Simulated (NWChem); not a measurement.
System: C3H2BFO; SMILES C(#C)B(F)C=O

The following NWChem deck was run.

```
start job
memory heap 200 mb stack 700 mb global 900 mb
geometry units angstroms noautosym nocenter noautoz
  C      0.996109    -2.327323     0.216887
  C      0.322179    -1.338864     0.008137
  B     -0.478207    -0.081270    -0.252183
  F     -1.802812    -0.128289    -0.371032
  C      0.209609     1.364129    -0.398813
  O      1.412979     1.536290    -0.308748
  H      1.588226    -3.196968     0.400532
  H     -0.462866     2.235872    -0.591353
end
basis spherical
  C library 6-31g*
  B library 6-31g*
  F library 6-31g*
  O library 6-31g*
  H library 6-31g*
end
dft
  xc hfexch
  iterations 150
  mulliken
end
task dft energy
esp
  recalculate
  probe 0.07
  range 0.3
  factor 1.0
  spacing 0.02
end
task esp
```

Parts of the log:

```
             Northwest Computational Chemistry Package (NWChem) 7.3.0
             --------------------------------------------------------

                             Geometry "geometry" -> ""
                             -------------------------

 Output coordinates in angstroms (scale by  1.889725989 to convert to a.u.)

  No.       Tag          Charge          X              Y              Z
 ---- ---------------- ---------- -------------- -------------- --------------
    1 C                    6.0000     0.99610900    -2.32732300     0.21688700
    2 C                    6.0000     0.32217900    -1.33886400     0.00813700
    3 B                    5.0000    -0.47820700    -0.08127000    -0.25218300
    4 F                    9.0000    -1.80281200    -0.12828900    -0.37103200
    5 C                    6.0000     0.20960900     1.36412900    -0.39881300
    6 O                    8.0000     1.41297900     1.53629000    -0.30874800
    7 H                    1.0000     1.58822600    -3.19696800     0.40053200
    8 H                    1.0000    -0.46286600     2.23587200    -0.59135300

 Effective nuclear repulsion energy (a.u.)     174.1815372334

  xc_inp: hfexch multiplicative factor not found.

                                 NWChem DFT Module
                                 -----------------

 Summary of "ao basis" -> "ao basis" (spherical)
 ------------------------------------------------------------------------------
       Tag                 Description            Shells   Functions and Types
 ---------------- ------------------------------  ------  ---------------------
 C                           6-31g*                  6       14   3s2p1d
 B                           6-31g*                  6       14   3s2p1d
 F                           6-31g*                  6       14   3s2p1d
 O                           6-31g*                  6       14   3s2p1d
 H                           6-31g*                  2        2   2s

            General Information
            -------------------
          SCF calculation type: DFT
          Wavefunction type:  closed shell.
          No. of atoms     :     8
          No. of electrons :    42
           Alpha electrons :    21
            Beta electrons :    21
          Charge           :     0
          Spin multiplicity:     1
          Use of symmetry is: off; symmetry adaption is: off
          Maximum number of iterations: 150
          AO basis - number of functions:    88
                     number of shells:    40
          Convergence on energy requested:  1.00D-06
          Convergence on density requested:  1.00D-05
          Convergence on gradient requested:  5.00D-04

              XC Information
              --------------
                     Hartree-Fock (Exact) Exchange  1.000

      Superposition of Atomic Density Guess
      -------------------------------------

 Sum of atomic energies:        -312.63000027

      Non-variational initial energy
      ------------------------------

 Total energy =    -314.917938
 1-e energy   =    -772.942359
 2-e energy   =     283.842884
 HOMO         =      -0.278252
 LUMO         =      -0.095917

     ---------------------------------------------
      Total Density - Mulliken Population Analysis
     ---------------------------------------------

    Atom       Charge   Shell Charges
 -----------   ------   -------------------------------------------------------
    1 C    6     6.17   2.00  0.75  1.80  0.65  0.94  0.03
    2 C    6     6.23   2.00  0.75  1.95  0.71  0.79  0.02
    3 B    5     4.23   2.00  0.58  0.98  0.38  0.21  0.08
    4 F    9     9.47   2.00  0.95  3.45  0.98  2.08  0.01
    5 C    6     5.51   2.00  0.71  1.53  0.59  0.60  0.07
    6 O    8     8.81   2.00  0.96  3.07  0.94  1.83  0.02
    7 H    1     0.72   0.43  0.30
    8 H    1     0.88   0.48  0.39

   convergence    iter        energy       DeltaE   RMS-Dens  Diis-err
 ---------------- ----- ----------------- --------- --------- ---------
 d= 0,ls=0.0,diis     1   -313.5954114690 -4.88D+02  1.10D-02  1.04D+00
 d= 0,ls=0.0,diis     2   -313.6776444414 -8.22D-02  4.29D-03  5.75D-01
 d= 0,ls=0.0,diis     3   -313.7302958326 -5.27D-02  1.51D-03  1.14D-02
 d= 0,ls=0.0,diis     4   -313.7325754230 -2.28D-03  4.77D-04  2.15D-03
 d= 0,ls=0.0,diis     5   -313.7329209022 -3.45D-04  2.41D-04  2.75D-04
  Resetting Diis
 d= 0,ls=0.0,diis     6   -313.7330044113 -8.35D-05  1.50D-04  8.25D-05
 d= 0,ls=0.0,diis     7   -313.7330326180 -2.82D-05  3.62D-05  1.30D-05
 d= 0,ls=0.0,diis     8   -313.7330351219 -2.50D-06  1.68D-05  4.62D-06
 d= 0,ls=0.0,diis     9   -313.7330361433 -1.02D-06  2.83D-05  1.46D-06
 d= 0,ls=0.0,diis    10   -313.7330370004 -8.57D-07  4.81D-06  6.90D-08

         Total DFT energy =     -313.733037000445
      One electron energy =     -775.650630717033
           Coulomb energy =      326.186461394919
    Exchange-Corr. energy =      -38.450404911766
 Nuclear repulsion energy =      174.181537233436

 Numeric. integr. density =        0.000000000000

                       DFT Final Molecular Orbital Analysis
                       ------------------------------------

 Vector   19  Occ=2.000000D+00  E=-4.285786D-01
              MO Center=  6.7D-01,  2.1D-01, -1.9D-01, r^2= 4.1D+00
   Bfn.  Coefficient  Atom+Function         Bfn.  Coefficient  Atom+Function
  ----- ------------  ---------------      ----- ------------  ---------------
    74      0.425715  6 O  py                78      0.338132  6 O  py
    17      0.236043  2 C  px                 3      0.182961  1 C  px
    88     -0.179511  8 H  s                 32      0.174348  3 B  py
    60     -0.166512  5 C  py                 4      0.156061  1 C  py
    87     -0.144652  8 H  s                  7      0.129686  1 C  px

 Vector   20  Occ=2.000000D+00  E=-4.221886D-01
              MO Center=  5.8D-01, -1.7D+00,  8.3D-02, r^2= 1.6D+00
   Bfn.  Coefficient  Atom+Function         Bfn.  Coefficient  Atom+Function
  ----- ------------  ---------------      ----- ------------  ---------------
    19      0.395154  2 C  pz                 5      0.359153  1 C  pz
    23      0.278737  2 C  pz                 9      0.238089  1 C  pz
    33      0.078850  3 B  pz                47     -0.069790  4 F  pz
    51     -0.062370  4 F  pz                75     -0.061991  6 O  pz
    18      0.058075  2 C  py                 4      0.052855  1 C  py

 Vector   21  Occ=2.000000D+00  E=-4.106357D-01
              MO Center=  6.2D-01, -6.6D-01, -6.3D-02, r^2= 4.0D+00
   Bfn.  Coefficient  Atom+Function         Bfn.  Coefficient  Atom+Function
  ----- ------------  ---------------      ----- ------------  ---------------
     3      0.281704  1 C  px                74     -0.276667  6 O  py
    78     -0.235294  6 O  py                17      0.224966  2 C  px
    18      0.201201  2 C  py                 7      0.193385  1 C  px
    60      0.189688  5 C  py                 4      0.172539  1 C  py
    21      0.157538  2 C  px                88      0.156249  8 H  s

 Vector   22  Occ=0.000000D+00  E= 4.005315D-02
              MO Center=  1.3D-01,  1.5D-02, -2.1D-01, r^2= 3.6D+00
   Bfn.  Coefficient  Atom+Function         Bfn.  Coefficient  Atom+Function
  ----- ------------  ---------------      ----- ------------  ---------------
    37      0.414681  3 B  pz                33      0.319774  3 B  pz
    79     -0.291908  6 O  pz                 9     -0.284373  1 C  pz
    75     -0.252354  6 O  pz                65      0.234551  5 C  pz
     5     -0.212157  1 C  pz                51     -0.185149  4 F  pz
    61      0.178261  5 C  pz                47     -0.158811  4 F  pz

[...]

                     NWChem Electrostatic Potential Fit Module
                     -----------------------------------------

 Atom parameters

 Number of atoms is                                    8
 Number of basis functions is                         88

 Grid parameters

 Maximum number of grid points is                  36871
 Number of grid points is                          36870
 Grid range                                     0.300000 nm
 Grid spacing                                   0.020000 nm
 Probe radius                                   0.070000 nm
 Atom radius factor                             1.000000

 Atomic radii

    1    0.100000
    5    0.158000
    6    0.147000
    8    0.136000
    9    0.128000
 FASTESP  F
  using M.O. file = ./job.movecs

    Atom              Coordinates                           Charge

                                                  ESP

    1 C     0.099611   -0.232732    0.021689   -0.231335
    2 C     0.032218   -0.133886    0.000814   -0.281541
    3 B    -0.047821   -0.008127   -0.025218    0.728960
    4 F    -0.180281   -0.012829   -0.037103   -0.350660
    5 C     0.020961    0.136413   -0.039881    0.273763
    6 O     0.141298    0.153629   -0.030875   -0.449160
    7 H     0.158823   -0.319697    0.040053    0.294573
    8 H    -0.046287    0.223587   -0.059135    0.015399
                                            ------------
                                               -0.000000

 Dipole moment                                  0.678727

 Quadrupole moment Qxx                        -11.573462
                   Qyy                          8.549035
                   Qzz                          3.024427

 RMS deviation kJ/mol                           0.053622

 RRMS %                                        18.581266
```

Level: Hartree-Fock/6-31G* (spherical d). Structure relaxed at the B3LYP/6-31G* (spherical d) level.
